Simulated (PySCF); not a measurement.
Correlation energy of Hg (mercury, neutral)

Starting occupation: [Xe] 4f14 5d10 6s2. Calculation: PySCF 2.14, in x2c-TZVPall-2c; X2C-1e with screened-nucleus spin-orbit coupling, Gaussian nucleus. Frozen: [Kr] 4d10 4f14; 20 electrons correlated; the 34 highest virtual spinors left out.

MP2 pair energies summed by pair of shells (mhartree):

| pair | energy | share (%) |
| --- | --- | --- |
| 5d3/2-5d5/2 | -114.39 | 23.9 |
| 5d5/2-5d5/2 | -80.37 | 16.8 |
| 5d5/2-6s1/2 | -50.62 | 10.6 |
| 5d5/2-5p3/2 | -34.89 | 7.3 |
| 5d3/2-5d3/2 | -33.59 | 7.0 |
| 5d3/2-6s1/2 | -32.70 | 6.8 |
| 5d3/2-5p3/2 | -24.33 | 5.1 |
| 6s1/2-6s1/2 | -18.08 | 3.8 |
| 5d5/2-5p1/2 | -15.39 | 3.2 |
| 5p3/2-5p3/2 | -11.62 | 2.4 |
| 5p1/2-5p3/2 | -10.95 | 2.3 |
| 5d3/2-5p1/2 | -10.51 | 2.2 |
| 5d5/2-5s1/2 | -8.79 | 1.8 |
| 5p3/2-5s1/2 | -8.02 | 1.7 |
| 5p3/2-6s1/2 | -6.87 | 1.4 |
| 5d3/2-5s1/2 | -6.04 | 1.3 |
| 5p1/2-5s1/2 | -3.88 | 0.8 |
| 5p1/2-5p1/2 | -2.80 | 0.6 |
| 5p1/2-6s1/2 | -2.41 | 0.5 |
| 5s1/2-5s1/2 | -2.19 | 0.5 |
| 5s1/2-6s1/2 | -0.69 | 0.1 |

Total MP2 correlation energy: -479.12 mhartree.

This basis was not built for core-valence correlation, so the inner-shell part is incomplete.
